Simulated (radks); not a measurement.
Values are calculated unless marked as measured or tabulated.
Problem. Co X, configuration [Ar]. Code: a radial shooting solver on a logarithmic mesh with Libxc functionals. Model: non-relativistic Kohn-Sham, SCAN, spin-polarised, spherical densities, point nucleus; meta-GGA in the generalised Kohn-Sham scheme. Some entries of the table are withheld. Estimate them.

| orbital | occ. | eigenvalue (eV) | <r^2> (bohr^2) |
|---|---|---|---|
| 1s | 2 | -7763.757 | 0.004348 |
| 2s | 2 | (1) | 0.07808 |
| 2p | 6 | (2) | (3) |
| 3s | 2 | -299.8382 | 0.5788 |
| 3p | 6 | (4) | 0.5930 |

Solution. 
(1) 2s eigenvalue (eV): -1120.400
(2) 2p eigenvalue (eV): -1001.305
(3) 2p <r^2> (bohr^2): 0.06226
(4) 3p eigenvalue (eV): -261.8296
